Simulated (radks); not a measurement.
The numbers below are computed, except where a source is named.
Question: Species: Ho IV. Configuration: [Xe] 4f9 6s1 (not the ground configuration). Level of theory: scalar-relativistic Kohn-Sham, PBE, spin-polarised, spherical densities, finite nucleus; open shells are filled with parallel spins first (spin-orbit coupling, left out, can overturn this in heavy ions); Fermi nuclear charge, rms radius 5.2022 fm (a radial shooting solver on a logarithmic mesh with Libxc functionals). Some entries of the table are withheld. Estimate them.

| orbital | occ. | eigenvalue (eV) | <r> (bohr) | r(max) (bohr) |
|---|---|---|---|---|
| 1s up | 1 | -55530.82 | 0.02074 | 0.01312 |
| 1s down | 1 | -55530.80 | 0.02074 | 0.01312 |
| 2s up | 1 | -9325.993 | 0.08810 | 0.07462 |
| 2s down | 1 | -9325.928 | 0.08810 | 0.07462 |
| 2p up | 3 | -8267.815 | 0.07807 | 0.06061 |
| 2p down | 3 | -8267.765 | 0.07807 | 0.06061 |
| 3s up | 1 | -2120.044 | 0.2300 | 0.2113 |
| 3s down | 1 | -2117.761 | 0.2298 | 0.2112 |
| 3p up | 3 | -1796.597 | 0.2290 | 0.2078 |
| 3p down | 3 | -1794.320 | 0.2288 | 0.2077 |
| 3d up | 5 | -1385.642 | 0.2080 | 0.1697 |
| 3d down | 5 | -1383.902 | 0.2078 | 0.1696 |
| 4s up | 1 | -456.8890 | 0.5176 | 0.4834 |
| 4s down | 1 | -452.0297 | 0.5178 | 0.4834 |
| 4p up | 3 | -350.0937 | 0.5481 | 0.5049 |
| 4p down | 3 | -345.3090 | 0.5484 | 0.5048 |
| 4d up | 5 | -205.7127 | 0.5915 | 0.5215 |
| 4d down | 5 | -201.0093 | 0.5925 | 0.5215 |
| 5s up | 1 | -88.4012 | 1.223 | 1.108 |
| 5s down | 1 | -86.1010 | 1.234 | 1.117 |
| 5p up | 3 | -61.5297 | (1) | 1.246 |
| 5p down | 3 | -59.7371 | (2) | 1.259 |
| 4f up | 7 | -47.4884 | 0.7402 | 0.5136 |
| 4f down | 2 | -43.1586 | 0.7569 | 0.5156 |
| 6s up | 1 | -26.3963 | 2.878 | 2.660 |
| 6s down | 0 | -24.9468 | 2.864 | 2.667 |

Answer: 
(1) 5p up <r> (bohr): 1.407
(2) 5p down <r> (bohr): 1.420
